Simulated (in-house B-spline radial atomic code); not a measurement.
# Removing one electron from Gd⁵²⁺

Closed shell [Ne] 3s2. Computed with an all-electron radial atomic-structure program (B-spline basis): Koopmans values of Dirac-Hartree-Fock plus a diagonal self-energy, in second order or with its direct term screened (direct RPA, with the hole-particle interaction, or full time-dependent Hartree-Fock), linearised in energy; no-pair Dirac-Coulomb Hamiltonian, finite nucleus. Shifts add to the Koopmans value (the ΔSCF shift is orbital relaxation alone); the final value takes TDHF screening with Breit and QED.

Command:
```bash
python run_mb.py task.json out
```
Settings (nuclear radius in fm, box in bohr, cutoff in hartree):
```
basis_form          2
Z                   64
core_configuration  [Ne] 3s2
rms_radius          5.1569
mass_number         158
speed_of_light      137.036
box_radius          2.467
lmax                7
intervals           56
virtual_cutoff      16384.0
```

Cost of the run: 2.4 s on 1 thread of AMD EPYC 7R13 Processor (shared host).

Energies in eV:

| subshell | Koopmans | ΔSCF shift | second order | direct RPA | hole-particle | TDHF | Breit + QED | final |
| --- | --- | --- | --- | --- | --- | --- | --- | --- |
| 3s1/2 | 4920.83 | -0.218 | ? | ? | ? | ? | ? | ? |

(1) What does the self-energy do to 3s1/2?

Answers

(1) It shifts the removal energy by 3.798 eV in second order, 2.708 with direct RPA, 3.303 with the hole-particle term and 3.693 with TDHF screening (quasi-particle weight 0.994); Breit and QED add -6.569 eV. The final value is 4917.95 eV, against 4914 ± 4 eV (NIST, tabulated theory).
